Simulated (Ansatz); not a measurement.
Clusters of 3 atoms, capped: gap (eV) at several levels, gas phase, relaxed structures; Ansatz. Clusters are the lowest isomers that short searches found in that spin, judged at the geometry's level. Core potentials for Au, Sn in the def2 sets, no spin–orbit coupling. HOMO and LUMO are taken over both spins. The structures are stationary points that may keep the symmetry of their start. Remarks come from the PBE and PBE0 runs and from stability tests at other levels; not every state was tested.

| species | state | geometry | PBE-D4/def2-SVP | PBE-D4/def2-TZVP | PBE-D4/def2-TZVPD | remarks |
| --- | --- | --- | --- | --- | --- | --- |
| Ni2H | doublet | r2SCAN-D4/def2-TZVP | 0.32 | 0.33 | 0.33 | spin-contaminated (⟨S²⟩ up to 1.68) |
| Sn2H | doublet | r2SCAN-D4/def2-TZVP | 0.21 | 0.23 | 0.24 | – |
| HAu2 | doublet | PBE-D4/def2-TZVP | 0.50 | 0.50 | 0.50 | – |
| Mg2H | doublet | PBE0-D4/def2-TZVP | 0.90 | 0.89 | 0.88 | – |

Problem. Estimate the rows for Si2Cl (doublet, r2SCAN-D4/def2-TZVP geometry).

Solution. 
```json
{"species": "Si2Cl", "state": "doublet", "geometry": "r2SCAN-D4/def2-TZVP", "PBE-D4/def2-SVP": "0.22", "PBE-D4/def2-TZVP": "0.28", "PBE-D4/def2-TZVPD": "0.28"}
```

Over the 5 species that have every level, the mean is 0.43 at PBE-D4/def2-SVP, 0.45 at PBE-D4/def2-TZVP, 0.45 at PBE-D4/def2-TZVPD. Orbital gaps grow with the share of exact exchange and aren't one observable across functionals.
